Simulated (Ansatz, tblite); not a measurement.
Cost and result up the ladder for (H3Ge)2CH2 (CH₈Ge₂) (11 atoms). The state is a singlet with charge 0. Geometry: r2SCAN-D4/def2-SVP.

```xyz
11

Ge   -1.153    0.830   -0.866
H    -1.898    0.581   -2.189
H    -0.372    2.150   -0.975
H    -2.183    0.957    0.269
C     0.077   -0.645   -0.486
Ge    1.106   -0.432    1.166
H     1.969    0.838    1.084
H     0.151   -0.304    2.365
H     2.024   -1.646    1.387
H     0.779   -0.748   -1.330
H    -0.501   -1.582   -0.426
```

Ansatz on 4 threads of Arm Neoverse V1 on a shared host; xTB runs through tblite on one thread. Times are rough, summed over both states, and most runs start from the orbitals of an earlier one. PBE0-D4/def2-TZVP serves as the yardstick here, not as an exact answer. The other state is a doublet.

The xTB rows come from tblite.

Raw xTB energies of ions are shifted by several eV.

```tsv
level	functions	wall time	vertical IE (eV)	difference from PBE0-D4/def2-TZVP (eV)
GFN2-xTB	30	0.008 s	14.07	3.68
GFN1-xTB	38	0.012 s	14.87	4.48
PBE-D4/def2-TZVP (with forces)	175	5.9 s	10.15	-0.24
PBE0-D4/def2-TZVP	175	7.8 s	10.39	0.00
r2SCAN-D4/def2-TZVP	175	12 s	10.25	-0.14
```
